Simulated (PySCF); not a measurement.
Isomers of C8H16NP, one conformer each; single-point electronic energies without zero-point terms and without any empirical dispersion term.

Computed with PySCF at PBE0/pcSseg-1, non-relativistic, each on one gas-phase PBE0-D3(BJ)/def2-SVP geometry that isn't relaxed in the solvent. The solvent is an IEF-PCM continuum (van der Waals radii × 1.2). Specific hydrogen bonds and non-electrostatic terms are outside this model.

```tsv
isomer	relative energy, gas (kcal/mol)	dipole (D)
`CC(C)(C)NP(C=C)C=C`	0.0	1.20
`C1CC1P(N(CC)C)C=C`	13.2	0.74
`CC#CP(C)N(CC)CC`	15.2	1.05
```

Q: How do the relative energies look in chloroform (ε = 4.711)?

A: 
| isomer | relative energy, solvent (kcal/mol) | E(solvent) − E(gas) (kcal/mol) | dipole in solvent (D) |
| --- | --- | --- | --- |
| `CC(C)(C)NP(C=C)C=C` | 0.0 | -3.0 | 1.59 |
| `C1CC1P(N(CC)C)C=C` | 13.4 | -2.8 | 0.91 |
| `CC#CP(C)N(CC)CC` | 14.4 | -3.8 | 1.25 |

The order is unchanged. Conformers: `[CH2:1]=[CH:2][P:3]([CH:4]=[CH2:5])[NH:6][C:7]([CH3:8])([CH3:9])[CH3:10]` with C1–C2–P3–C4 114°, C2–P3–C4–C5 128°, C2–P3–N6–C7 131°; `[CH2:1]=[CH:2][P:3]([CH:4]1[CH2:5][CH2:6]1)[N:7]([CH3:8])[CH2:9][CH3:10]` with C1–C2–P3–C4 -121°, C2–P3–C4–C5 156°, C2–P3–N7–C8 161°, P3–N7–C9–C10 155°; `[CH3:1][C:2]#[C:3][P:4]([CH3:5])[N:6]([CH2:7][CH3:8])[CH2:9][CH3:10]` with C3–P4–N6–C7 -155°, P4–N6–C7–C8 -60°, P4–N6–C9–C10 -134°. `CC#CP(C)N(CC)CC` gains most from the continuum, while `CC(C)(C)NP(C=C)C=C` has the largest gas-phase dipole. The gains span 1.0 kcal/mol, the gas-phase energies 15.2 kcal/mol.
